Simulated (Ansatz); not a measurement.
A calculation with Ansatz (development build ahead of 0.2.0).

```yaml
crystal:
  periodic: [false, false, false]
  atoms:
    - { symbol: H, position_ang: [1.03, 0.0, 0.0] }
    - { symbol: H, position_ang: [0.515, 0.86603, 0.0] }
    - { symbol: H, position_ang: [-0.515, 0.86603, 0.0] }
    - { symbol: H, position_ang: [-1.03, 0.0, 0.0] }
    - { symbol: H, position_ang: [-0.515, -0.86603, 0.0] }
    - { symbol: H, position_ang: [0.515, -0.86603, 0.0] }
basis:
  gaussian: { orbitals: def2-SVPD }
hamiltonian:
  xc: hf
```

The input is written out in the form of the current development build from the run's settings.

Results

```
Converged                       : yes
Total energy                    : -3.24881 hartree
Spin squared of the determinant : 0.000
```

Caution: stretched shape with no unrestricted run beside it, a lower state can exist.
